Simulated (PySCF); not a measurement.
Vertical excitations of a molecule C2H8FNSi2 from TDDFT-B3LYP/def2-SVPD in PySCF, as energy in eV (oscillator strength): 5.66 (0.002), 6.46 (0.023), 6.58 (0.003), 6.84 (0.180), 7.30 (0.048), 7.30 (0.020), 7.49 (0.003), 7.59 (0.024), 7.69 (0.076), 7.82 (0.015). Lowest triplet (TDA): 4.20 eV. The structure is a stationary point at B3LYP-D3(BJ)/def2-SVP. The values are those of a single conformer.

Q: Pick the molecule that these values belong to.
A. F[C@H]1[SiH2]CN[SiH2]1
B. C=C[Si@@H](F)N[SiH3]
C. F[C@H]([SiH3])/N=C\[SiH3]
D. C=C[Si@H](F)[SiH2]N

A: B, C=C[Si@@H](F)N[SiH3]
